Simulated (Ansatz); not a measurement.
Species: Al2, net charge 0, triplet state. SMILES: [Al][Al]
Geometry: optimised at B3LYP-D3(BJ)/def2-TZVP (Ansatz, a quantum-chemistry and plane-wave program).

Wanted: atomisation energy (electronic, to ground-state atoms), in kJ/mol. Valence correlation only, unless marked. UHF or UKS for open shells. Spin-orbit coupling is left out. Non-relativistic. The coupled-cluster limit lacks core correlation, which all-electron functionals hold. CBS marks a two-point X^-3 extrapolation of the correlation energy; Hartree-Fock from the larger set (for Q and 5 zeta extrapolated as (X+1)exp(-9√X)). [CCSD(T)-MP2]/basis is that difference in the basis named.

```csv
level,program,atomisation energy (kJ/mol),minus last row
HF/6-31G*,Ansatz,71.9,-67.0
HF/aug-cc-pV(Q+d)Z,Ansatz,78.0,-60.9
r2SCANh-D4/def2-TZVPD,Ansatz + dftd4,154.4,15.5
r2SCANh/def2-TZVPD,Ansatz,153.1,14.2
RI-MP2/def2-QZVPP,Ansatz,132.1,-6.8
"RI-MP2/CBS(def2-TZVPP,def2-QZVPP)+[CCSD(T)-MP2]/def2-SVP",Ansatz,141.1,2.2
"CCSD(T)/CBS(cc-pV(Q+d)Z,cc-pV(5+d)Z)",Ansatz,138.9,0.0
```
